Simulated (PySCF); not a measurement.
# Dipole response of Rh (rhodium, neutral)

[Kr] 4d7 5s1 5p1, one real determinant (an excited configuration). Computed with PySCF 2.14 in aug-cc-pwCVDZ-PP with ECP28MDF, with scalar relativity through the core potential. Coupled (time-dependent) response in atomic units; α is the mean over directions. A double-zeta set is small for polarisabilities.

| method | mean α (bohr³) | α xx, yy, zz | C₆ (like pair) | S(−4) |
| --- | --- | --- | --- | --- |
| UHF | 93.19 | 79.82, 118.8, 80.92 | 1051 | 4882 |
| PBE | 99.97 | 74.39, 150.1, 75.47 | 1097 | 7375 |
| PBE0 | 94.80 | 73.72, 135.9, 74.83 | 1040 | 5998 |
| wB97M-V | 85.57 | 72.23, 112.7, 71.82 | 897.7 | 4945 |

S(−4) is the Cauchy moment in α(ω) = α(0) + S(−4) ω² + …

Spin-orbit coupling is absent.

α(iu) at PBE:

| u (hartree) | α(iu) (bohr³) |
| --- | --- |
| 0 | 99.97 |
| 0.0500 | 85.55 |
| 0.100 | 63.28 |
| 0.200 | 35.32 |
| 0.300 | 22.54 |
| 0.500 | 12.36 |
| 0.750 | 7.765 |
| 1.00 | 5.593 |
| 1.50 | 3.424 |
| 2.00 | 2.329 |
| 3.00 | 1.270 |
| 5.00 | 0.5378 |

The components differ because the open shell of this determinant is not spherical; for a pure term their mean is the scalar polarisability.

⟨L²⟩ = 13.98 against 20 for a pure G term, so this real determinant mixes terms. Energies and moments cover only the electrons outside the core potential.
